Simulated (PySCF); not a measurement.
C7H10O2.
Numbering: `[O:1]=[CH:2][C@:3]12[CH2:4][CH2:5][C@H:6]([CH2:7][CH2:8]1)[O:9]2` (hydrogens: H10 on C2; H11, H12 on C4; H13, H14 on C5; H15 on C6; H16, H17 on C7; H18, H19 on C8)

Computed with PBE0-D3(BJ)/def2-SVP geometry optimisation, gas phase (PySCF 2.14.0).

Q: What internal coordinates does the optimisation give?

A: 
| bond | length (Å) |
| --- | --- |
| O1=C2 | 1.201 |
| C2–C3 | 1.502 |
| C3–C4 | 1.549 |
| C4–C5, C7–C8 | 1.545 |
| C5–C6, C6–C7 | 1.537 |
| C6–O9 | 1.422 |
| C3–C8 | 1.536 |
| C3–O9 | 1.420 |
| C2–H10 | 1.121 |
| C4–H11, C8–H19 | 1.098 |
| C4–H12, C8–H18 | 1.099 |
| C5–H13, C7–H16 | 1.099 |
| C5–H14, C7–H17 | 1.099 |
| C6–H15 | 1.098 |

Bonds in one row agree within 0.01 Å and their mean is given. A selection of angles:
| angle | degrees |
| --- | --- |
| O1–C2–C3 | 124.1 |
| O1–C2–H10 | 122.2 |
| C3–C2–H10 | 113.7 |
| C2–C3–C4 | 113.2 |
| C2–C3–C8 | 116.9 |
| C2–C3–O9 | 110.1 |
| C4–C3–C8 | 109.3 |
| C4–C3–O9 | 102.2 |
| C8–C3–O9 | 103.6 |
| C3–C4–C5 | 100.5 |
| C3–C4–H11 | 111.9 |
| C3–C4–H12 | 110.5 |
| C5–C4–H11 | 114.4 |
| C5–C4–H12 | 111.4 |
| H11–C4–H12 | 108.1 |
| C4–C5–C6 | 101.2 |
| C4–C5–H13 | 113.3 |
| C4–C5–H14 | 111.3 |
| C6–C5–H13 | 112.6 |
| C6–C5–H14 | 110.5 |
| H13–C5–H14 | 108.0 |
| C5–C6–C7 | 109.9 |
| C5–C6–O9 | 102.4 |
| C5–C6–H15 | 115.2 |
| C7–C6–O9 | 102.7 |
| O9–C6–H15 | 109.8 |
| C6–C7–H16 | 112.4 |
| C3–O9–C6 | 96.9 |

Dihedral angles: O1–C2–C3–C4 100° (anticlinal); C2–C3–C4–C5 153° (antiperiplanar); C3–C4–C5–C6 0° (synperiplanar); C4–C5–C6–C7 74° (synclinal); C5–C6–C7–C8 -73° (synclinal); C6–C7–C8–C3 -1° (synperiplanar); C5–C6–O9–C3 58° (synclinal); C2–C3–C8–C7 -155° (antiperiplanar); C2–C3–O9–C6 -178° (antiperiplanar).

The C–O distances run from 1.201 Å (O1=C2, drawn double) to 1.422 Å (C6–O9, drawn single), a spread of 0.221 Å. The C–C distances run from 1.502 Å (C2–C3, drawn single) to 1.549 Å (C3–C4, drawn single), a spread of 0.047 Å. O9 (cyclic ether oxygen) is bent (angle 96.9°). The 5-membered ring C3–C4–C5–C6–O9 has internal angles of 96.9° to 102.4°; it is puckered, 0.25 Å rms from its mean plane, widest ring torsion 58°. Of the pairs four or more bonds apart, H11···H19 is among the closest relative to their van der Waals radii: 2.39 Å, 99 % of the sum of Bondi's values. The 5-membered ring C3–C8–C7–C6–O9 has internal angles of 96.9° to 103.6° (sum 505°, against 540° for a flat polygon); it is puckered, 0.24 Å rms from its mean plane, widest ring torsion 56°.

Point group: C1 (no symmetry element, even within 0.4 Å). PBE0-D3(BJ)/def2-SVP frequencies: not computed here. The numbers are those of one conformer.
